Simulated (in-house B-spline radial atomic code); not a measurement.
A fraction x of an electron is removed from 4f in neutral europium, starting from [Xe] 4f7 6s2 and keeping the highest spin. Method: scalar-relativistic (X2C) OLYP, spin-polarised, spherical fractional occupations, Fermi nucleus of rms radius 5.1115 fm. Calculated with a radial B-spline atomic code at the basis-set limit.

```csv
x,E(x) - E(0) (eV),4f up level (eV)
0,0.0000,-4.483
0.05,0.2401,-5.125
0.22,?,?
0.37,2.5670,-9.489
0.43,3.1622,-10.353
0.5,3.9227,-11.378
0.53,4.2707,-11.822
0.67,6.0731,-13.937
0.76,7.3900,-15.331
0.92,?,?
1,11.5270,-19.173
```

**Question.** What belongs in the row x = 0.22?

**Answer.** An energy change of 1.3021 eV; 4f up at -7.390 eV.

**Question.** What belongs in the row x = 0.92?

**Answer.** An energy change of 10.0453 eV; 4f up at -17.873 eV.

**Question.** Check Janak's theorem between x = 0.37 and 0.43.

**Answer.** The slope of the energy is 9.92 eV; the orbital levels give 9.92 eV (-ε of the emptying orbital, averaged over the two points).
